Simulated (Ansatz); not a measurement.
Correlation energies of C$_{5}$H$_{15}$ClGeOSi (`C[Si](C)(C)[O][Ge]([CH3])([CH3])[Cl]`) by basis set

```xyz
24

C    -0.645    2.707    1.059
Si   -0.646    0.857    0.830
C    -0.067    0.009    2.394
C    -2.353    0.250    0.378
O     0.425    0.531   -0.384
Ge    0.754   -0.787   -1.500
C     2.347   -0.307   -2.481
C     0.762   -2.486   -0.566
Cl   -0.896   -0.856   -2.913
H     0.358    3.068    1.299
H    -0.974    3.210    0.146
H    -1.315    3.005    1.870
H     0.947    0.323    2.656
H    -0.721    0.250    3.236
H    -0.063   -1.079    2.280
H    -3.069    0.494    1.169
H    -2.374   -0.834    0.236
H    -2.701    0.709   -0.550
H     2.196    0.666   -2.949
H     3.196   -0.247   -1.798
H     2.555   -1.048   -3.253
H     1.527   -2.478    0.212
H     0.968   -3.296   -1.266
H    -0.212   -2.659   -0.108
```

The species carries charge 0 and has multiplicity 1. Correlated methods include outer-core shells of Ge, which these sets cover unevenly. Scalar relativity is left out up to krypton. All single points use the PBE0-D4/def2-TZVP geometry. It is one conformer, not always the lowest. Frozen core, restricted reference, Ansatz 0.2.0.

```csv
basis,HF (Eh),MP2 corr.
def2-SVP,-3096.22240,-1.36427
def2-TZVPP,-3097.06995,-1.69185
def2-QZVPP,-3097.14659,-2.05829
```

Task: Estimate the CCSD correlation energy and the (T) correction in each basis where they were run (hartree).

Result: 
```tsv
basis	CCSD corr.	(T)
def2-SVP	-1.45967	-0.04079
def2-TZVPP	-1.77851	-0.07040
```
